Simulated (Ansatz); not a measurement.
`[OH][SnH][OH]`, charge 0, multiplicity 2.

(1) Give a relaxed structure at PBE0-D4/def2-TZVP (Ansatz). (Estimate.)

Answers

(1) Computed: 
```xyz
6

O     0.239   -0.122   -1.417
Sn    0.147    0.709    0.375
O     0.057   -0.908    1.484
H     0.437    0.484   -2.136
H    -1.401    1.484    0.614
H     0.521   -1.648    1.080
```
